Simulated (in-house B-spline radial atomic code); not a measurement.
**PBEsol excitations of K7+**

Method: PBEsol. Computed with a B-spline radial code for spherical atoms: linear response of the closed shell [Ne] 3s2 with the functional's adiabatic kernel; scalar-relativistic (spin-free one-electron X2C), finite nucleus, no spin-orbit coupling, no double excitations, S, P, D and F terms only.

Command:
```bash
python run_td.py task.json out
```
Settings (radii: box in bohr, nucleus in fm):
```
Z                        19
electrons                12
configuration            [Ne] 3s2
hamiltonian              x2c
method                   pbesol
box_radius               12.81
rms_radius               3.4349
intervals                71
```

Run time, properties included: 0.5 s on 1 thread of Arm Neoverse N1, with other jobs on the host.

The lowest states, in the order of their Tamm-Dancoff energies; the method's threshold (minus the highest occupied level) is 145.68 eV. Labels give the largest channel, * marks a mixed state, and oscillator strengths are full-response dipole values. Semilocal kernels can invert the small singlet-triplet splittings of Rydberg terms. Energies in eV:

```
     state  full response  Tamm-Dancoff  oscillator strength
3s → 3p 3P         15.329        15.707                    -
3s → 3p 1P         23.866        24.667                 1.09
3s → 3d 3D              ?             ?                    -
3s → 3d 1D          46.63         46.64                    -
3s → 4s 3S          77.66         77.67                    -
3s → 4s 1S          79.33         79.36                    -
3s → 4p 3P          84.53         84.54                    -
3s → 4p 1P          85.11         85.14                0.236
3s → 4d 3D          94.07         94.08                    -
3s → 4d 1D          94.31         94.32                    -
3s → 4f 3F          97.17         97.20                    -
3s → 4f 1F          97.76         97.77                    -
3s → 5s 3S         107.29        107.30                    -
3s → 5s 1S         107.78        107.80                    -
3s → 5p 3P              ?             ?                    -
3s → 5p 1P         110.54        110.55               0.0807
```

Q: Where does 3s → 3d 3D lie?

A: At 42.82 eV in full response, 42.98 eV in Tamm-Dancoff.

Q: Where does 3s → 5p 3P lie?

A: At 110.39 eV in full response, 110.39 eV in Tamm-Dancoff.

Q: How large is the singlet-triplet splitting of 3s → 3p (P terms) in Tamm-Dancoff?

A: 8.96 eV, from the unrounded values.

Q: What polarisabilities and dispersion coefficient does the method give?

A: Dipole 1.482 bohr³, quadrupole 1.036 bohr⁵, C6 1.56 hartree·bohr⁶ for two such species.
